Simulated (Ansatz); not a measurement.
Program: Ansatz 0.2.0.

A structure relaxed at PBE0-D4/def2-TZVP, charge 0, multiplicity 1:

Cartesian coordinates in Å:
```
F 0.460 1.829 -2.114
B 0.760 0.614 -1.690
Si 0.886 0.224 0.295
Si -1.189 -0.623 0.989
H 0.896 -0.228 -2.539
H 1.208 1.433 1.103
H 1.916 -0.822 0.549
H -1.534 -1.835 0.197
H -1.152 -0.989 2.430
H -2.252 0.397 0.780
```

**Question.** Give its formula and SMILES.

**Answer.** BFH6Si2, `FB[SiH2][SiH3]`.

**Question.** Summarise the bond lengths by kind.

**Answer.** 1 × B–F 1.322 Å; 1 × B–Si 2.027 Å; 1 × B–H 1.203 Å; 1 × Si–Si 2.347 Å; 5 × H–Si 1.487 to 1.490 Å.
